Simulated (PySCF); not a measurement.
## Calculated NMR parameters of CC#CC[N+](C)(C)[AlH3-]

| Item | Value |
| --- | --- |
| Formula | C6H14AlN |
| SMILES | CC#CC[N+](C)(C)[AlH3-] |
| Point group of the computed structure | C1 |
| Carbon signals | 5 |
| Proton signals | 4 |

Molfile (atoms numbered from 1):
```
C6H14AlN
     RDKit          3D

 22 21  0  0  0  0  0  0  0  0999 V2000
    4.5934   -0.9258    0.9363 C   0  0  0  0  0  0  0  0  0  0  0  0
    3.3356   -0.2336    0.7118 C   0  0  0  0  0  0  0  0  0  0  0  0
    2.2914    0.3537    0.5259 C   0  0  0  0  0  0  0  0  0  0  0  0
    1.0340    1.0584    0.2977 C   0  0  0  0  0  0  0  0  0  0  0  0
   -0.1776    0.2342    0.5182 N   0  0  0  0  0  0  0  0  0  0  0  0
   -0.2143   -0.9090   -0.4038 C   0  0  0  0  0  0  0  0  0  0  0  0
   -0.2594   -0.2223    1.9122 C   0  0  0  0  0  0  0  0  0  0  0  0
   -1.8182    1.4450    0.1272 Al  0  0  0  0  0  4  0  0  0  0  0  0
    5.2334   -0.3657    1.6355 H   0  0  0  0  0  0  0  0  0  0  0  0
    4.4216   -1.9248    1.3662 H   0  0  0  0  0  0  0  0  0  0  0  0
    5.1505   -1.0556   -0.0044 H   0  0  0  0  0  0  0  0  0  0  0  0
    0.9580    1.9370    0.9588 H   0  0  0  0  0  0  0  0  0  0  0  0
    0.9885    1.4401   -0.7354 H   0  0  0  0  0  0  0  0  0  0  0  0
    0.6377   -1.5852   -0.2248 H   0  0  0  0  0  0  0  0  0  0  0  0
   -1.1570   -1.4535   -0.2591 H   0  0  0  0  0  0  0  0  0  0  0  0
   -0.1777   -0.5423   -1.4386 H   0  0  0  0  0  0  0  0  0  0  0  0
    0.6001   -0.8644    2.1656 H   0  0  0  0  0  0  0  0  0  0  0  0
   -0.2731    0.6501    2.5796 H   0  0  0  0  0  0  0  0  0  0  0  0
   -1.1942   -0.7819    2.0496 H   0  0  0  0  0  0  0  0  0  0  0  0
   -1.5228    1.8127   -1.4119 H   0  0  0  0  0  0  0  0  0  0  0  0
   -1.5554    2.6037    1.2134 H   0  0  0  0  0  0  0  0  0  0  0  0
   -3.0085    0.4053    0.4248 H   0  0  0  0  0  0  0  0  0  0  0  0
  1  2  1  0
  2  3  3  0
  3  4  1  0
  4  5  1  0
  5  6  1  0
  5  7  1  0
  5  8  1  0
  1  9  1  0
  1 10  1  0
  1 11  1  0
  4 12  1  0
  4 13  1  0
  6 14  1  0
  6 15  1  0
  6 16  1  0
  7 17  1  0
  7 18  1  0
  7 19  1  0
  8 20  1  0
  8 21  1  0
  8 22  1  0
M  CHG  2   5   1   8  -1
M  END
```

- PBE0-D3(BJ)/def2-SVP geometry
- shieldings: GIAO B3LYP/pcSseg-1
- run in PySCF 2.14
- rapidly exchanging positions averaged, one conformer, no relativistic terms, no solvent model

Referencing at the same level of theory: ¹H (σref 31.38), ¹³C (σref 179.24) against TMS; NH3 for ¹⁵N (σref 263.54); ²⁷Al (σref 484.83) vs AlH4-.

| carbon | δC, type | δH (multiplicity) | HMBC from (2–3 bonds) | span of the C tensor (ppm) |
| --- | --- | --- | --- | --- |
| C1 | 4.2, CH3 | 1.99 (s) | – | 24 |
| C2 | 91.2, C | – | H12/H13, H9/H10/H11 | 264 |
| C3 | 74.3, C | – | H12/H13, H9/H10/H11 | 254 |
| C4 | 48.8, CH2 | 3.63 (s) | H20/H21/H22, H14/H15/H16/H17/H18/H19 | 60 |
| C6/C7 | 43.7, CH3 | 2.48 (s) | H20/H21/H22, H12/H13, H14/H15/H16/H17/H18/H19 | 69 |

Other nuclei:
| atoms | nucleus | environment | δ (ppm) | σ (ppm) |
| --- | --- | --- | --- | --- |
| H20/H21/H22 | ¹H | hydrogen on an aluminium bonded to N | 3.81 | 27.58 |
| N5 | ¹⁵N | donor nitrogen of a Lewis adduct | 53.1 | 210.4 |
| Al8 | ²⁷Al | aluminium bonded to N, 3 H | 84.2 | 400.6 |

- δC 91.2, 74.3: alkyne carbon; the triple bond shields along its axis, which puts it between sp3 and sp2 carbons.
- δC 48.8: propargylic sp3 CH2 bonded to N; the inductive effect lowers its shielding.
- δC 43.7: methyl carbon bonded to N; pulled downfield by the heteroatom.
- δC 4.2: propargylic methyl carbon; a saturated carbon with 1 carbon neighbour and no heteroatom attached.
- δH 2.48: hydrogen on a methyl carbon bonded to N; its carbon carries N, which withdraws density.

Hydrides on Al or Ga are broadened by the quadrupolar metal nucleus. Shifts are as computed. Against solution values, carbons near 30 ppm lie about +2 ppm off and those near 130 ppm about +6 ppm. Of 1309 compounds with measured shifts, 239 miss one by over three times the rms of a fit or turn the order of signals round; such compounds aren't used in these exercises. Experimental scales use liquid or dissolved standards, which lie at an offset from isolated NH3 (liquid NH3: subtract about 20 ppm). Multiplicities follow the n + 1 count of equivalent neighbours, as no J values were calculated; m marks all less simple cases, F and P coupling included.
